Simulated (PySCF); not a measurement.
Method: PBE0-D3(BJ)/def2-TZVP (PySCF). Gas-phase values, no solvent. One relaxed conformer stands for a flexible species; it need not be the lowest. Delta-SCF ions had no search for a lower state. Excitations are Tamm–Dancoff values on a coarser integration grid. The basis has no diffuse functions, so Rydberg states are missing or too high.

Reference species (SMILES): `C=[SiH2]` (neutral, multiplicity 1).

```json
{
  "vertical ionisation energy (Delta-SCF)": "8.75 eV",
  "HOMO–LUMO gap": "5.39 eV",
  "HOMO": "-6.62 eV",
  "brightest of the four lowest singlets (TDA)": "5.60 eV"
}
```

Changed species: `C=[SiH]N(C)C` (C–Si–N–C torsion 180°) (X = dimethylamino; the reference has X = H).

Question: Give the shifts of the vertical ionisation energy (Delta-SCF), HOMO–LUMO gap, HOMO and brightest of the four lowest singlets (TDA).

Answer: the vertical ionisation energy (Delta-SCF) drops by 1.40 eV, to 7.35 eV; the HOMO–LUMO gap goes up by 0.15 eV, to 5.54 eV; the HOMO rises by 1.08 eV, to -5.54 eV; the brightest of the four lowest singlets (TDA) falls by 0.29 eV, to 5.31 eV.
